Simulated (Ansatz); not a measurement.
Species: C5H5S, net charge -1, singlet state. It need not be the lowest isomer of its formula. Whether it binds its extra electron was not tested at this geometry. 
Geometry from a B3LYP-D3(BJ)/def2-TZVP (Ansatz, a program for electronic structure) optimisation:
SMILES: c1[c-]csc1C
```xyz
11

C     -2.2360    -0.1291    -0.0085
C     -0.7445    -0.1744     0.1171
C      0.0008    -1.0054     0.9173
C      1.4391    -0.8796     0.8837
C      1.7343     0.1056     0.0016
S      0.2865     0.8806    -0.7871
H     -2.6536     0.8452     0.2713
H     -2.6789    -0.8806     0.6521
H     -2.5803    -0.3398    -1.0277
H     -0.5190    -1.7288     1.5478
H      2.6864     0.5133    -0.3166
```
Charge -1, spin multiplicity 1.

Total electronic energies in hartree. Cores are frozen in the correlated levels unless marked. Spin-orbit coupling is left out. Non-relativistic. Basis-set limits of correlation are two-point, X^-3; Hartree-Fock from the larger set. [CCSD(T)-MP2]/basis is that difference in the basis named.

The Hartree-Fock reference is unstable (checked in the largest basis), which strains HF and MP2. 

```csv
level,program,energy (Eh)
HF/6-31G,Ansatz,-589.54311
HF/cc-pV(D+d)Z,Ansatz,-589.70459
r2SCAN-D3(BJ)/def2-TZVPD,Ansatz + dftd3,-591.63307
PBE0/def2-TZVPD,Ansatz,-591.39501
BHLYP/def2-TZVPD,Ansatz,-591.63324
CAM-B3LYP/def2-TZVPD,Ansatz,-591.66286
B2PLYP/def2-TZVPD,Ansatz,-591.46558
MP2/6-31G,Ansatz,-590.04816
"RI-MP2/CBS(aug-cc-pV(T+d)Z,aug-cc-pV(Q+d)Z)+[CCSD(T)-MP2]/aug-cc-pV(D+d)Z",Ansatz,-590.9990
```

Totals of different functionals don't rank their quality; only differences between species are comparable.
